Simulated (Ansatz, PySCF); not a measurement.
Cl5W, SMILES [Cl][W-]([Cl])([Cl])([Cl])[Cl] (connectivity only; charge and spin as stated), charge -1, multiplicity 3. Atoms are numbered in the order given.

```xyz
6

W      0.0000     0.0000     0.0000
Cl    -0.0001     0.0000     2.4408
Cl    -0.0001     0.0000    -2.4408
Cl     2.3198     0.0000     0.0000
Cl    -1.1599     2.0091     0.0000
Cl    -1.1599    -2.0091     0.0000
```
Charge -1, spin multiplicity 3.

Coordinates come from a B3LYP-D3(BJ)/def2-SVPD optimisation. The spin state was assumed, not searched. The def2 effective core potentials stand for the cores of W; spin–orbit coupling is left out.

Two levels are set side by side: PBE-D3(BJ)/def2-SVPD (Ansatz, a quantum-chemistry and plane-wave program) and B3LYP-D3(BJ)/def2-SVPD (Ansatz). Each level has its own optimised geometry; the coordinates shown are those of the second. Frequencies come from the Hessian of PySCF at each geometry. Differences are taken from unrounded values.

| quantity | B3LYP-D3(BJ) | PBE-D3(BJ) | PBE-D3(BJ) minus B3LYP-D3(BJ) |
|---|---|---|---|
| mean bond length (Å) | 2.368 | 2.361 | -0.008 |
| bond W1–Cl2 (Å) | 2.441 | 2.430 | -0.011 |
| bond W1–Cl3 (Å) | 2.441 | 2.430 | -0.011 |
| bond W1–Cl4 (Å) | 2.320 | 2.314 | -0.006 |
| bond W1–Cl5 (Å) | 2.320 | 2.314 | -0.006 |
| bond W1–Cl6 (Å) | 2.320 | 2.314 | -0.006 |
| highest harmonic wavenumber (cm⁻¹) | 361 | 359 | -3 |
| mean harmonic wavenumber (cm⁻¹) | 203 | 200 | -3 |
| zero-point energy (kcal/mol) | 3.49 | 3.44 | -0.05 |

Here PBE gives about what the other level gives.
